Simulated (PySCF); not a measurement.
Magnetic susceptibility: `C[C@@H]1[C@@H]2C[C@H]1[C@@H](Br)C2`, C₇H₁₁Br

Molfile (atoms numbered from 1):
```
C7H11Br
     RDKit          3D

 19 20  0  0  0  0  0  0  0  0999 V2000
    1.5472    1.0550   -1.2837 C   0  0  0  0  0  0  0  0  0  0  0  0
    0.9038    0.2640   -0.1608 C   0  0  2  0  0  0  0  0  0  0  0  0
   -0.0242   -0.9078   -0.5494 C   0  0  2  0  0  0  0  0  0  0  0  0
   -1.1474    0.1263   -0.7171 C   0  0  0  0  0  0  0  0  0  0  0  0
   -0.4090    0.8253    0.4337 C   0  0  1  0  0  0  0  0  0  0  0  0
   -0.6189   -0.1609    1.5754 C   0  0  1  0  0  0  0  0  0  0  0  0
   -2.4179   -0.0407    2.3502 Br  0  0  0  0  0  0  0  0  0  0  0  0
   -0.3633   -1.4863    0.8270 C   0  0  0  0  0  0  0  0  0  0  0  0
    1.9958    1.9631   -0.8855 H   0  0  0  0  0  0  0  0  0  0  0  0
    2.3325    0.4612   -1.7475 H   0  0  0  0  0  0  0  0  0  0  0  0
    0.8350    1.3370   -2.0531 H   0  0  0  0  0  0  0  0  0  0  0  0
    1.6735    0.0162    0.5768 H   0  0  0  0  0  0  0  0  0  0  0  0
    0.2354   -1.6125   -1.3333 H   0  0  0  0  0  0  0  0  0  0  0  0
   -2.1653   -0.2063   -0.5219 H   0  0  0  0  0  0  0  0  0  0  0  0
   -1.1176    0.6714   -1.6540 H   0  0  0  0  0  0  0  0  0  0  0  0
   -0.5441    1.8798    0.6571 H   0  0  0  0  0  0  0  0  0  0  0  0
    0.0562    0.0019    2.4156 H   0  0  0  0  0  0  0  0  0  0  0  0
   -1.2433   -2.1284    0.7979 H   0  0  0  0  0  0  0  0  0  0  0  0
    0.4617   -2.0490    1.2651 H   0  0  0  0  0  0  0  0  0  0  0  0
  1  2  1  0
  2  3  1  0
  3  4  1  0
  4  5  1  0
  5  6  1  0
  6  7  1  0
  6  8  1  0
  5  2  1  0
  8  3  1  0
  1  9  1  0
  1 10  1  0
  1 11  1  0
  2 12  1  1
  3 13  1  6
  4 14  1  0
  4 15  1  0
  5 16  1  1
  6 17  1  1
  8 18  1  0
  8 19  1  0
M  END
```

Method used: GIAO B3LYP/pcSseg-1 magnetisability, rotational g tensor and spin-rotation constants, non-relativistic, gas phase in PySCF. Geometry: GFN2-xTB.

The calculation is non-relativistic, which matters for the atoms heavier than Zn.

Q: How diamagnetic is it, and how anisotropic?

A: Isotropic -1690 × 10⁻³⁰ J/T², or -101.8 × 10⁻⁶ cm³/mol; principal values -1817, -1690, -1563 × 10⁻³⁰ J/T², anisotropy 220 × 10⁻³⁰ J/T² (root of half the summed squared differences of the principal values). The susceptibility is in cgs units.

Q: Split it along the inertial axes a, b, c into diamagnetic and paramagnetic parts about the centre of mass, with the quadrupole moment.

A: 
| axis | χ (10⁻⁶ cm³/mol) | diamagnetic (10⁻⁶ cm³/mol) | paramagnetic (10⁻⁶ cm³/mol) | summed x² of all electrons (Å²) | quadrupole Θ (D Å) |
| --- | --- | --- | --- | --- | --- |
| a | -105.8 | -455.4 | 349.7 | 341.8 | -1.67 |
| b | -100.7 | -1646.1 | 1545.4 | 61.1 | +0.31 |
| c | -98.8 | -1709.1 | 1610.3 | 46.3 | +1.36 |

Anisotropies 2χaa − χbb − χcc = -12.0 and 2χbb − χaa − χcc = +3.1 × 10⁻⁶ cm³/mol. Θ is traceless in Buckingham's convention.

Q: And the rotational g tensor?

A: 
| axis | rotational constant (GHz) | g | nuclear part | electronic part |
| --- | --- | --- | --- | --- |
| a | 3.9803 | -0.0073 | 0.6465 | -0.6539 |
| b | 0.7493 | -0.0036 | 0.5404 | -0.5440 |
| c | 0.7210 | -0.0043 | 0.5411 | -0.5454 |

Asymmetric top; isotopes 79Br, 12C, 1H; no vibrational averaging.
